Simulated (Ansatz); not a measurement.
Reaction (hydrogenolysis of a C–F bond): `CB(S)CF` + H₂ → `CB(C)S` + H–F

Computed with Ansatz on PBE0-D4/def2-TZVP structures; ΔE is electronic, products minus reactants. CCSD(T)/CBS is the MP2 limit (def2-TZVPP, def2-QZVPP) plus CCSD(T) − MP2 in def2-TZVPP, frozen cores. This one scheme is used for every species. Functionals use def2-TZVPP. B3LYP here is the variant with VWN-RPA as its local correlation; programs differ in this. Each species was taken in one conformer, which may not be the lowest.

`CB(S)CF`:

Cartesian coordinates in Å:
```
C 0.345 -0.920 1.197
B 0.096 0.277 0.232
S 0.396 1.944 0.814
C -0.415 0.060 -1.242
F -0.593 -1.281 -1.560
H 1.071 -1.604 0.744
H 0.693 -0.645 2.192
H -0.576 -1.506 1.293
H 0.066 2.621 -0.301
H 0.290 0.484 -1.969
H -1.374 0.570 -1.400
```

H₂:

```xyz
2

H    -0.286    0.021   -0.239
H     0.286   -0.021    0.239
```

`CB(C)S`:

```xyz
11

C    -0.084   -1.300    0.299
B     0.128    0.136   -0.291
C    -0.314    1.416    0.501
S     0.904    0.412   -1.887
H    -1.054   -1.386    0.799
H     0.669   -1.463    1.081
H     0.012   -2.115   -0.420
H     0.013    2.364    0.071
H    -1.409    1.435    0.559
H     0.035    1.367    1.538
H     1.100   -0.867   -2.251
```

H–F:

Z-matrix (Å, degrees):
```
F
H 1 0.920
```

```tsv
level	ΔE (kJ/mol)	difference from CCSD(T)/CBS
r2SCAN-D4	-110.0	14.4
PBE0-D4	-117.9	6.5
B2PLYP	-116.7	7.7
PBE	-110.9	13.5
PBE0	-118.8	5.6
B3LYP	-111.4	13.0
CCSD(T)/def2-TZVPP	-121.7	2.7
SCS-MP2/def2-QZVPP	-124.4	0.0
HF/CBS(def2)	-119.0	5.4
MP2/CBS(def2)	-131.5	-7.1
CCSD(T)/CBS	-124.4	0
```

Largest T1 diagnostic among the species: 0.012.

In def2-TZVPP, CCSD(T) changes the Hartree–Fock value by −3.2 kJ/mol (the triples alone add +1.9 kJ/mol) and MP2 by −10.3 kJ/mol. From PBE to PBE0 (25 % exact exchange), in def2-TZVPP and without D4, ΔE moves by −7.9 kJ/mol.
